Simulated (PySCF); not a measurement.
# Electronic absorption of Si(NMe2)4

Species: Si(NMe2)4, C8H24N4Si.
Bonds: Si1–N2, Si1–N11, Si1–N20, Si1–N29, N2–C3, N2–C4, N11–C12, N11–C13, N20–C21, N20–C22, N29–C30, N29–C31. Hydrogens: H5, H6, H7 on C3; H8, H9, H10 on C4; H14, H15, H16 on C12; H17, H18, H19 on C13; H23, H24, H25 on C21; H26, H27, H28 on C22; H32, H33, H34 on C30; H35, H36, H37 on C31.

Level of theory: TDDFT wB97X-D/def2-SVPD, vertical, gas phase, core orbitals frozen in the response in PySCF 2.14.0, density-fitted response routines. The structure is a single PBE0-D3(BJ)/def2-SVP conformer in the gas phase; no vibrational or solvent corrections.

```json
{"state": "S1", "E (eV)": "6.04", "ν̃ (cm⁻¹)": "48710", "f": "0.0000", "|μ| (D)": "0.01", "main configurations (H = HOMO, L = LUMO)": "H→L (70%)"}
{"state": "S2", "E (eV)": "6.20", "ν̃ (cm⁻¹)": "49970", "f": "0.020", "|μ| (D)": "0.93", "main configurations (H = HOMO, L = LUMO)": "H-2/H-1→L (≥58%), H→L+1/L+2 (≥12%)"}
{"state": "S3", "E (eV)": "6.20", "ν̃ (cm⁻¹)": "50000", "f": "0.020", "|μ| (D)": "0.93", "main configurations (H = HOMO, L = LUMO)": "H-2/H-1→L (≥58%), H→L+3 (12%)"}
{"state": "S4", "E (eV)": "6.33", "ν̃ (cm⁻¹)": "51080", "f": "0.026", "|μ| (D)": "1.05", "main configurations (H = HOMO, L = LUMO)": "H-3→L (46%), H→L+1/L+2 (≥20%), H-2/H-1→L+3 (≥11%)"}
{"state": "S5", "E (eV)": "7.00", "ν̃ (cm⁻¹)": "56450", "f": "0.0057", "|μ| (D)": "0.46", "main configurations (H = HOMO, L = LUMO)": "H→L+1/L+2 (≥36%), H→L+4 (11%)"}
{"state": "S6", "E (eV)": "7.01", "ν̃ (cm⁻¹)": "56510", "f": "0.030", "|μ| (D)": "1.07", "main configurations (H = HOMO, L = LUMO)": "H→L+1/L+2 (≥21%), H-2/H-1→L+1/L+2 (≥19%), H→L+3 (18%)"}
{"state": "S7", "E (eV)": "7.01", "ν̃ (cm⁻¹)": "56520", "f": "0.028", "|μ| (D)": "1.03", "main configurations (H = HOMO, L = LUMO)": "H→L+3 (20%), H-2/H-1→L+1/L+2 (≥17%), H→L+1/L+2 (≥16%)"}
{"state": "S8", "E (eV)": "7.12", "ν̃ (cm⁻¹)": "57410", "f": "0.0001", "|μ| (D)": "0.05", "main configurations (H = HOMO, L = LUMO)": "H→L+7 (14%), H-3→L+1/L+2 (≥12%), H-2/H-1→L+3 (≥11%)"}
{"state": "S9", "E (eV)": "7.17", "ν̃ (cm⁻¹)": "57850", "f": "0.043", "|μ| (D)": "1.25", "main configurations (H = HOMO, L = LUMO)": "H→L+8 (23%), H-2/H-1→L+3 (≥21%), H-2/H-1→L+1/L+2 (≥19%)"}
```

Triplets (Tamm–Dancoff): T1 6.02 eV, H→L (69%); T2 6.17 eV, H-2/H-1→L (≥57%), H→L+1/L+2 (≥12%); T3 6.18 eV, H-2/H-1→L (≥57%), H→L+3 (12%).

The lowest singlet lies at 6.04 eV (205 nm, ultraviolet) and is dark (f under 0.0005); its leading configuration is HOMO→LUMO (70%). The most intense listed level is S6/S7 at 7.01 eV (177 nm, f = 0.058 summed), 0.97 eV above S1. S2/S3 and S5/S6/S7 lie within about 0.01 eV of each other in each set; the point group S4 has degenerate representations, and within a degenerate level the listed configurations can mix freely. Löwdin shares by element: HOMO nitrogen 61% (atoms not listed hold the other 39%); LUMO carbon 25% or more (atoms not listed hold the other 75%). The oscillator strengths of these states sum to 0.174; summed over the whole spectrum of an exact calculation they would give the number of electrons, 114 (Thomas–Reiche–Kuhn). Orbital energies (eV): HOMO-3 -8.29, HOMO-2 -7.99, HOMO-1 -7.99, HOMO -7.72, LUMO 2.12, LUMO+1 2.73, LUMO+2 2.76. Of the 9 states listed, 6 reach f = 0.01 and 2 stay under 0.0005. No computed singlet lies in the visible range (380 to 750 nm); the lowest, at 205 nm, stands 2.78 eV above its violet end (3.26 eV). Orbitals of the list HOMO-3 to LUMO+2 that lie within 0.01 eV of each other are written together with a slash and their weights summed (≥ marks a lower bound); for degenerate orbitals outside that list single weights are arbitrary. Singlets were solved by full linear response, triplets in the Tamm–Dancoff approximation. The highest level found (7.28 eV, f 0.039 so far) is left out, since the window may have cut off a degenerate partner.

Without π bonds the low states may be Rydberg-like; a valence basis with one diffuse set may place them up to an eV too high.
